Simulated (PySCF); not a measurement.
## How methods differ on the ionisation energy of Ar⁺

Ar⁺ [Ne] 3s2 3p5 (2P) → Ar²⁺ [Ne] 3s2 3p4 (3P), as a difference of total energies. Calculation: PySCF 2.14, in 6-31G* (4s3p1d, 18 functions); no relativity, point nucleus. Correlated levels: valence: [Ne] frozen. The calculations carry no spin-orbit coupling.

**Question.** Order these methods by the ionisation energy they give, lowest first.
A. MN15
B. CCSD(T) (valence)
C. MP2 (valence)
D. B3LYP

**Answer.** B (26.889 eV), C (26.948 eV), D (27.741 eV), A (27.834 eV).

The reference lies between the lowest fine-structure levels, while these numbers refer to the centres of the terms.

Errors of the correlated levels include the incompleteness of this basis and the frozen core.

For comparison: 27.630 eV (measured; NIST Atomic Spectra Database, ionization energies).
